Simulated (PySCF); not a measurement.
GaCl, SMILES [Cl][Ga] (connectivity only; charge and spin as stated), neutral, multiplicity 1. The structure is a stationary point at PBE-D3(BJ)/def2-TZVP.

All values below come from PBE-D3(BJ)/def2-TZVP run with PySCF.

Harmonic wavenumbers (cm⁻¹): 352. Rotational constants (GHz): 4.305 (linear); symmetry number 1.

Task: Work out the zero-point energy and the ideal-gas rigid-rotor harmonic-oscillator thermochemistry at 298.15 K and 1 atm.

Result: ZPE = ½ Σ hcν = ½ × 352 cm⁻¹ = 0.50 kcal/mol. H − E(el) = 2.80 kcal/mol. Entropy in cal/(mol K): translation 39.87, rotation 16.44, vibration 1.16, total 57.47. G − E(el) = -14.33 kcal/mol. Cp = 8.53 cal/(mol K).
